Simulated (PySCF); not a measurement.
# How methods differ on the interval between two levels of Mn²⁺

Mn²⁺ [Ar] 3d5 [6S5/2, M_J = 5/2] → Mn²⁺ [Ar] 3d4 4s1 [6D9/2, M_J = 9/2], as a difference of total energies. Computed with PySCF 2.14 in x2c-TZVPall-2c (6s7p4d1f, 54 functions), with the two-component X2C-1e Hamiltonian. Correlated levels: [Ne] frozen; the 6 highest virtual spinors dropped. "Screened" scales the spin-orbit matrix elements by Boettger's factors to mimic the two-electron term; Breit and QED terms are absent.

```
                    method  interval between two levels (cm⁻¹)
           GHF (spin-free)                               60450
          GMP2 (spin-free)                               63923
 GHF (screened spin-orbit)                               60838
GMP2 (screened spin-orbit)                               64312
```

The labels give the starting determinants; with spin-orbit coupling the two ends relaxed to ⟨J²⟩ = 8.75, ⟨L²⟩ = 0.00, ⟨S²⟩ = 8.75 and ⟨J²⟩ = 24.75, ⟨L²⟩ = 6.01, ⟨S²⟩ = 8.75.
